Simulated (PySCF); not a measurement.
C2H7FOSi, SMILES CCO[SiH2]F.

Geometry: B3LYP-D3(BJ)/def2-SVP. One conformer was computed; it need not be the lowest.

Two levels are set side by side: PBE/def2-TZVP (PySCF) and M06-2X/def2-TZVP (PySCF). Same geometry, gas phase. Differences are taken from unrounded values.

| quantity | PBE |
|---|---|
| orbital gap (eV) | 6.86 |
| highest occupied level (eV) | -7.04 |
| lowest empty level (eV) | -0.18 |
| dipole moment (D) | 1.66 |
| mean polarisability (bohr³) | 55.3 |

Problem. These are the PBE values. What does M06-2X give? (The exact figures need the calculation; the answer reports its results.)

Solution. 
```json
[
 {"quantity": "orbital gap (eV)", "M06-2X": "11.53", "PBE minus M06-2X": "-4.68"},
 {"quantity": "highest occupied level (eV)", "M06-2X": "-10.11", "PBE minus M06-2X": "3.07"},
 {"quantity": "lowest empty level (eV)", "M06-2X": "1.43", "PBE minus M06-2X": "-1.61"},
 {"quantity": "dipole moment (D)", "M06-2X": "1.77", "PBE minus M06-2X": "-0.11"},
 {"quantity": "mean polarisability (bohr³)", "M06-2X": "51.7", "PBE minus M06-2X": "3.6"}
]
```

Without exact exchange PBE keeps part of each electron's self-repulsion, which lifts occupied levels and narrows the gap. Loosely held outer electrons make PBE densities more polarisable. Differences between two approximate levels are no errors against the true value.

Rough cost on one machine, each run with all the roots and properties that it gave: M06-2X against PBE about 4 times.
